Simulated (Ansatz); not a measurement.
`[F][SnH]([Cl])[O][SiH3]` + HBr → `[F][SnH]([Cl])[Br]` + silanol at 400 K and 1 bar (ligand exchange at the Sn–O bond).

Computed with Ansatz on PBE0-D4/def2-TZVP structures; ΔE is electronic, products minus reactants. CCSD(T)/CBS is the MP2 limit (def2-TZVPP, def2-QZVPP) plus CCSD(T) − MP2 in def2-TZVPP, frozen cores. def2 core potentials past Kr. For Br, Sn outer-core shells are correlated without core-valence functions, which leaves a few kJ/mol of doubt a bond. Scalar relativity is left out up to krypton. Each species was taken in one conformer, which may not be the lowest.

```
                  species  CCSD(T)/CBS energy (Eh)  H − E (kJ/mol)  S (J/(mol·K))
`[F][SnH]([Cl])[O][SiH3]`              -1140.38645           141.8          452.5
                      HBr              -2573.91920            27.6          207.2
     `[F][SnH]([Cl])[Br]`              -3347.63611            56.3          381.0
                `O[SiH3]`               -366.69042           120.0          276.4
```

H − E and S are ideal-gas, rigid-rotor, harmonic terms from PBE0-D4/def2-TZVP, for one conformer and one mirror image of each species. 1 Eh = 2625.50 kJ/mol, R = 8.31446 J/(mol·K).

By hand: ΔE, ΔH, ΔS and ΔG.

ΔE = (-3347.63611) + (-366.69042) − (-1140.38645) − (-2573.91920) = -0.02088 Eh = -54.8 kJ/mol. Δ(H − E) = 56.3 + 120.0 − 141.8 − 27.6 = 6.9, so ΔH = -47.9 kJ/mol. ΔS = 381.0 + 276.4 − 452.5 − 207.2 = -2.3 J/(mol·K). ΔG = -47.9 − 400 × (-2.3)/1000 = -47.0 kJ/mol.

By hand: the equilibrium constant, and the temperature at which ΔG would vanish if ΔH and ΔS stayed fixed.

log₁₀ K = −ΔG/(RT ln 10) = 6.1. ΔG = 0 at ΔH/ΔS = 20826 K, far beyond where these terms or the molecules hold.

The number of gas molecules stays the same, so ΔS is small and ΔH decides. A doubt of 5 kJ/mol in ΔE shifts log₁₀ K by 0.7 here. Other conformers and mirror images would add mixing entropy, several J/(mol·K) or more a flexible species. Modes under 60 cm⁻¹, often nearly free rotors, make the harmonic entropy too high. These are equilibria of isolated gas molecules and say nothing of rates. Largest T1 diagnostic: 0.013 (customary marks: 0.02 for closed shells, 0.045 for open ones).
